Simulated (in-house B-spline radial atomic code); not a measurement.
RPA and G0W0 for Ne IX (Ne8+), 1s2, as one setting changes: the highest l of the empty states. Start: Hartree-Fock. A dash marks a level of low quasi-particle weight. Computed with a B-spline radial code for spherical atoms: all electrons, non-relativistic, point nucleus, each spin shell either full or empty, empty states to the listed l with an (l + 1/2)⁻⁴ tail; G0W0 by contour deformation at full frequency.

Relativity, left out, deepens the 1s level by about Z⁴α²/8 hartree.

```tsv
highest l of the empty states	RPA summed (Eh)	RPA extrapolated (Eh)	G0W0 level (eV)
2	-0.083292	-0.086726	1s -1194.65
3	-0.08539	-0.086981	1s -1194.65
4	?	?	?
5	-0.086546	-0.087049	1s -1194.66
6	-0.086732	-0.087051	1s -1194.66
7	-0.086836	-0.087049	1s -1194.66
8	?	?	?
9	-0.086935	-0.087036	1s -1194.66
10	-0.086957	-0.087025	1s -1194.66
11	-0.086972	-0.087023	1s -1194.66
```

Q: What belongs in the row for 4?

A: RPA summed (Eh): -0.086184; RPA extrapolated (Eh): -0.087036; G0W0 level (eV): 1s -1194.66.

Q: What belongs in the row for 8?

A: RPA summed (Eh): -0.086898; RPA extrapolated (Eh): -0.087044; G0W0 level (eV): 1s -1194.66.
